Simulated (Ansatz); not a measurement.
```yaml
crystal:
  periodic: [false, false, false]
  atoms:
    - {symbol: C, position_ang: [-0.637617, 1.115196, -0.281084]}
    - {symbol: O, position_ang: [0.324589, 0.551919, 0.980914]}
    - {symbol: Si, position_ang: [0.123019, -0.910158, -0.008564]}
    - {symbol: S, position_ang: [-0.879977, -0.555868, -1.483937]}
    - {symbol: H, position_ang: [0.100889, 2.331489, -0.607609]}
    - {symbol: H, position_ang: [-1.034428, 1.387304, 0.412603]}
    - {symbol: H, position_ang: [2.058114, -1.567423, 0.014982]}
    - {symbol: H, position_ang: [-0.314509, -1.943503, 1.062188]}
basis:
  gaussian: {orbitals: def2-TZVPD, fitting: {mean_field: cc-pVTZ-jkfit}}
magnetization: {spin_polarized: true, initial_magnetization: 6}
hamiltonian: {xc: {name: HSE06}, dispersion: d3bj, pseudopotentials: {relativity: none}}
```

```sh
$ ansatz run in.yaml --threads 2 --pin off --events-out ev --progress --plain --max-ram 4352MiB
```

Shortened log:

```
Functional definition: HSE06
520 factors; integrals over basis functions are off by at most 7.0e-1 eV
520 factors; integrals over basis functions are off by at most 2.9e-6 eV
mean field evaluation 1: about -21815.7300 eV, gradient 5.5e1 eV
mean field evaluation 2: about -21631.0619 eV, gradient 1.6e2 eV
mean field evaluation 4: about -21825.7592 eV, gradient 4.1e1 eV
mean field evaluation 8: about -21833.5709 eV, gradient 6.7e-1 eV
mean field evaluation 16: about -21833.5790 eV, gradient 1.0e-2 eV
mean field -21833.57897953 eV, -802.3692281665 hartree, gradient 1.5e-5 eV, S^2 12.017834; 4 other end points of the search recorded, 0 dependent functions left out
reference -21833.57905729 eV, -802.3692310241 hartree; 27, 21 occupied and 175, 181 virtual orbitals, 520 factors
Total energy: -21833.71762608 eV, -802.3743233330 hartree
```

Something in this input is off. What?

The spin is set far too high for this molecule. The calculation finished and met its thresholds. The result belongs to that input, not to the molecule as meant.

HSE06 is defined as in plane-wave codes.
